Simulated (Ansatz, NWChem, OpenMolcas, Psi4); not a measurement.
**A small benchmark: dipole moment**

6 molecules with halogens; the dipole moment in D, computed less measured. Shapes, held fixed at every level: PBE0-D4/def2-TZVP. No vibrational averaging. Dipoles are compared by magnitude; molecules under 1 D, whose direction can flip, are left out. Programs: Ansatz 0.2.0, NWChem 7.3.0, OpenMolcas 26.06, Psi4 1.11. A level may come from different programs for different species; with the same settings they agree closely. Measured values: NIST CCCBDB.

Levels: A = r2SCAN-D4/def2-TZVPP; B = B3LYP/6-31G* (Cartesian functions); C = wB97M-V/def2-TZVPP.

```
                      molecule  measured      A      B      C
       HCl (hydrogen chloride)      1.08  +0.14  +0.38  +0.11
            CuF (fluorocopper)      5.77  -0.87  -1.61  -0.38
SiH2Cl2 (dichlorosilane (DCS))      1.13  -0.02  +0.43   0.00
  C2H2F2 (vinylidene fluoride)      1.38  -0.34  -0.43  -0.24
         C2H3Cl (SMILES C=CCl)      1.45  -0.09  +0.06  -0.07
           C2H3F (SMILES C=CF)      1.43  -0.17  -0.23  -0.09
```

(1) Which level does best on this set, which worst, and which err to one side?

Answers

(1) 
```json
{"level": "r2SCAN-D4/def2-TZVPP", "kind": "meta-GGA", "mean error": "-0.225", "mean absolute error": "0.272", "worst case": "CuF"}
{"level": "B3LYP/6-31G* (Cartesian functions)", "kind": "global hybrid", "mean error": "-0.233", "mean absolute error": "0.523", "worst case": "CuF"}
{"level": "wB97M-V/def2-TZVPP", "kind": "range-separated hybrid", "mean error": "-0.112", "mean absolute error": "0.148", "worst case": "CuF"}
```

On this set wB97M-V/def2-TZVPP has the smallest mean absolute error and B3LYP/6-31G* (Cartesian functions) the largest. r2SCAN-D4/def2-TZVPP is too low in 5 of 6; wB97M-V/def2-TZVPP is too low in 4 of 6. The tabulated value of HCl is in doubt (older tables, estimates, or at odds with other calculations) and kept here. Over the 5 molecules whose values aren't doubted the mean absolute errors are A 0.298; B 0.552; C 0.156. Relativity is left out for Cu. The set is small.
